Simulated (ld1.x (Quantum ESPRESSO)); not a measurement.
# Configuration tests for molybdenum (Mo) (ultrasoft)

molybdenum, ultrasoft, made with ld1.x (Quantum ESPRESSO) 7.5 (BLYP, fully relativistic). Core [Kr], reference 4d5 5s0 5p0 (charge +1). Waves: 5s (bound, empty): rcut 2.15, rcutus 2.85 bohr; 5s channel at 1.1 Ry: rcut 2.15, rcutus 2.85 bohr; 5p (bound, empty): rcut 3.00, rcutus 3.20 bohr; 5p channel at 0.85 Ry: rcut 3.00, rcutus 3.20 bohr; 4d (bound): rcut 1.40, rcutus 1.60 bohr; 4d channel at 2.95 Ry: rcut 1.40, rcutus 1.60 bohr. Local part: all-electron potential smoothed inside 3.15 bohr (lloc = -1). Core correction: a·sin(br)/r model core inside 0.95 bohr. Augmentation charge: built from norm-conserving waves at rcut, not smoothed further.

Open shells are filled in proportion to 2j + 1 (rel_dist='average').

Energies are relative to the spin-unpolarised reference configuration 4d5 5s0 5p0; without spin polarisation the order of configurations can differ from experiment.

```json
{"valence configuration": "4d5 5s1 5p0", "charge": "0", "ΔE all-electron (eV)": "-6.936", "error AE − PS (meV)": "-6.4"}
{"valence configuration": "4d4 5s0 5p0", "charge": "+2", "ΔE all-electron (eV)": "15.402", "error AE − PS (meV)": "-75"}
{"valence configuration": "4d3 5s0 5p0", "charge": "+3", "ΔE all-electron (eV)": "42.055", "error AE − PS (meV)": "-463"}
{"valence configuration": "4d2 5s0 5p0", "charge": "+4", "ΔE all-electron (eV)": "81.442", "error AE − PS (meV)": "-1433"}
{"valence configuration": "4d4 5s1 5p0", "charge": "+1", "ΔE all-electron (eV)": "1.002", "error AE − PS (meV)": "-71"}
{"valence configuration": "4d5.5 5s0.5 5p0", "charge": "0", "ΔE all-electron (eV)": "-6.613", "error AE − PS (meV)": "-4.3"}
```

Question: What are ΔE and the potential's error for 4d5 5s0.5 5p0?

Answer: ΔE = -4.207 eV all-electron; the error (AE − PS) is -1.8 meV.
